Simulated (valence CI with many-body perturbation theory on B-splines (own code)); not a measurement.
The numbers below are computed, except where a source is named.
**Hyperfine factors and g values of Sm²³⁺**

Level of theory: relativistic CI+MBPT: three valence electrons over a frozen Dirac-Fock core [Kr], a basis of 7 s, 7 p, 8 d, 6 f, 4 g, 1 h functions for each j, with the one-electron correlation potential Σ1, the two-electron term Σ2, the three-electron term Σ3, Breit, model QED; selected CI, second order for the rest, scaled by the run's own slope (own B-spline code, finite nucleus).

No measured spectrum was set against this ion. As an estimate, terms of the open shell hold to 2 to 4 % of their energy, and close levels can change places. The list stops below the first excitations out of the core.

A/g_I is the dipole constant over the nuclear g factor μ/I (μ in nuclear magnetons, uniformly magnetised nucleus), B/Q the quadrupole constant per barn. Both hold the static response of the core; the bare values leave it out. Large factors of s and p1/2 electrons are usually good to 5 to 10 %; those of open d and f shells near neutrality can be off by tens of per cent, and small factors of p3/2, d and f electrons come from cancelling terms and can be off by a factor of two or in sign, in half-filled shells by more. B is blank for J = 1/2, where it vanishes, and for nearly pure S terms. Energies count from the lowest level.

Levels are named by their leading jj configuration (3d3/2^4 stands for four electrons in 3d with j = 3/2), which in mixed levels can hold well under half, so a name can repeat and another be missing. Letters in brackets count levels of one name in rising energy.

| Level | E (cm⁻¹) | g | A/g_I (MHz) | A/g_I bare | B/Q (MHz/b) | B/Q bare |
| --- | --- | --- | --- | --- | --- | --- |
| (4d3/2^3) J=3/2 | 0.0 | 0.578 | 12000 | 11200 | -5380 | -5140 |
| (4d3/2^2 4d5/2) J=5/2 [a] | 35575 | 1.043 | 6510 | 6410 | -3230 | -3090 |
| (4d3/2^2 4d5/2) J=3/2 | 53722 | 1.303 | 4900 | 5170 | -2940 | -2810 |
| (4d3/2^2 4d5/2) J=7/2 | 54044 | 1.122 | 6340 | 6350 | -55.9 | -71.5 |
| (4d3/2^2 4d5/2) J=9/2 | 60139 | 1.109 | 6900 | 6880 | 5390 | 5110 |
| (4d3/2^2 4d5/2) J=1/2 | 62877 | 1.993 | -6340 | -5020 |  |  |
| (4d3/2 4d5/2^2) J=7/2 [a] | 95589 | 1.024 | 6150 | 6040 | 1810 | 1730 |
| (4d3/2^2 4d5/2) J=5/2 [b] | 95853 | 1.487 | 2110 | 2650 | 7620 | 7250 |
| (4d3/2 4d5/2^2) J=9/2 | 101310 | 1.126 | 5590 | 5610 | 3860 | 3660 |
| (4d3/2 4d5/2^2) J=3/2 [a] | 113010 | 1.160 | 5940 | 6000 | -7110 | -6780 |
| (4d3/2 4d5/2^2) J=1/2 | 118700 | 1.339 | -1610 | -1210 |  |  |
| (4d3/2 4d5/2^2) J=11/2 | 124120 | 1.089 | 6230 | 6200 | 15300 | 14600 |
| (4d3/2 4d5/2^2) J=5/2 [a] | 131790 | 1.165 | 4280 | 4380 | 5940 | 5660 |
| (4d3/2 4d5/2^2) J=5/2 [b] | 138600 | 1.025 | 5960 | 5850 | 2050 | 1950 |
| (4d3/2 4d5/2^2) J=7/2 [b] | 145370 | 1.118 | 6250 | 6250 | 3490 | 3350 |
| (4d5/2^3) J=9/2 | 157230 | 1.112 | 4780 | 4800 | 3160 | 3020 |
| (4d5/2^3) J=3/2 | 166140 | 1.165 | 6200 | 6260 | 2940 | 2800 |
| (4d3/2 4d5/2^2) J=3/2 [b] | 204020 | 0.850 | 9010 | 8630 | 7240 | 6900 |
| (4d5/2^3) J=5/2 | 216850 | 1.157 | 4650 | 4720 | 3380 | 3230 |

(1) Take the isotope of mass number 147, with I = 7/2, μ = -0.809 μN and Q = -0.26 b. What is the hyperfine structure of (4d3/2^2 4d5/2) J=9/2?

Results:

(1) From the table A = -1590 MHz, B = -1400 MHz. Shifts from the centre of gravity in MHz: F = 1: 30000, F = 2: 27000, F = 3: 22500, F = 4: 16400, F = 5: 8640, F = 6: -834, F = 7: -12100, F = 8: -25400.
